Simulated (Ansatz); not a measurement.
Cost and result for the atomization energy of C2H8SeSi (`CC[SiH2][SeH]`) (12 atoms, 11 bonds).

```tsv
atom	x (Å)	y (Å)	z (Å)
C1	-0.957	-1.038	-0.735
C2	-0.199	-0.673	0.536
Si3	0.289	1.131	0.647
Se4	1.616	1.796	-1.092
H5	-1.889	-0.472	-0.818
H6	-1.213	-2.100	-0.755
H7	-0.362	-0.820	-1.624
H8	-0.799	-0.896	1.426
H9	0.712	-1.274	0.629
H10	-0.902	2.014	0.525
H11	0.975	1.402	1.938
H12	2.730	0.931	-0.677
```

Charge 0, multiplicity 1. Correlated methods include outer-core shells of Se, which these sets cover unevenly. Scalar relativity is left out up to krypton. All single points use the PBE0-D4/def2-TZVP geometry. It is one conformer, not always the lowest. Program: Ansatz. All runs use 4 threads of an Arm Neoverse V2 on a shared host. Times are those of one run each, without the atoms' runs, and a repeat can differ threefold. Electronic energies, without spin–orbit coupling; frozen cores. CCSD(T)/CBS adds CCSD(T) − MP2 in def2-TZVPP to the MP2 limit, and its time is that of the two runs behind it. T1 = 0.009. With those shells the extrapolation isn't a true limit. B3LYP takes the VWN-RPA correlation (the form of Gaussian; ORCA's B3LYP/G).

CCSD(T)/CBS is a level of theory with its own doubt, some kJ/mol a heavy atom from the limit and from the frozen cores, so smaller differences don't rank the functionals.

```json
{"level": "PBE-D4/def2-TZVPP (with forces)", "functions": "264", "wall time": "2.5 s", "atomization (kJ/mol)": "4156.2", "difference from CCSD(T)/CBS": "17.8", "per bond": "1.6"}
{"level": "PBE0-D4/def2-TZVPP", "functions": "264", "wall time": "3.2 s", "atomization (kJ/mol)": "4126.7", "difference from CCSD(T)/CBS": "-11.7", "per bond": "-1.1"}
{"level": "r2SCAN-D4/def2-TZVPP (with forces)", "functions": "264", "wall time": "4.9 s", "atomization (kJ/mol)": "4135.4", "difference from CCSD(T)/CBS": "-3.0", "per bond": "-0.3"}
{"level": "B3LYP-D4/def2-TZVPP (with forces)", "functions": "264", "wall time": "4.9 s", "atomization (kJ/mol)": "4125.9", "difference from CCSD(T)/CBS": "-12.5", "per bond": "-1.1"}
{"level": "B2PLYP/def2-TZVPP", "functions": "264", "wall time": "6 s", "atomization (kJ/mol)": "4076.0", "difference from CCSD(T)/CBS": "-62.4", "per bond": "-5.7"}
{"level": "ωB97X-V/def2-TZVPP", "functions": "264", "wall time": "8.5 s", "atomization (kJ/mol)": "4143.6", "difference from CCSD(T)/CBS": "5.2", "per bond": "0.5"}
{"level": "ωB97M-V/def2-TZVPP (with forces)", "functions": "264", "wall time": "13 s", "atomization (kJ/mol)": "4129.6", "difference from CCSD(T)/CBS": "-8.8", "per bond": "-0.8"}
{"level": "MP2/def2-QZVPP", "functions": "513", "wall time": "24 s", "atomization (kJ/mol)": "4105.6", "difference from CCSD(T)/CBS": "-32.8", "per bond": "-3.0"}
{"level": "CCSD(T)/def2-TZVPP", "functions": "264", "wall time": "3.2 min", "atomization (kJ/mol)": "4039.1", "difference from CCSD(T)/CBS": "-99.3", "per bond": "-9.0"}
{"level": "CCSD(T)/CBS(def2)", "functions": "–", "wall time": "3.6 min", "atomization (kJ/mol)": "4138.4", "difference from CCSD(T)/CBS": "0.0", "per bond": "0.0"}
```

In def2-TZVPP, CCSD(T) changes the Hartree–Fock value by +930.6 kJ/mol (the triples alone add +45.8 kJ/mol) and MP2 by +939.0 kJ/mol; breaking electron pairs costs correlation energy, which Hartree–Fock lacks. From PBE to PBE0 (25 % exact exchange), in def2-TZVPP and without D4, the atomization energy moves by −25.7 kJ/mol: exact exchange takes away binding that semilocal exchange gives to molecules. The D4 term adds +41.8 kJ/mol with B3LYP and +22.1 kJ/mol with PBE0; it sums over pairs of atoms, weighted by their polarisabilities, and B3LYP, whose exchange is more repulsive, gets the larger term.
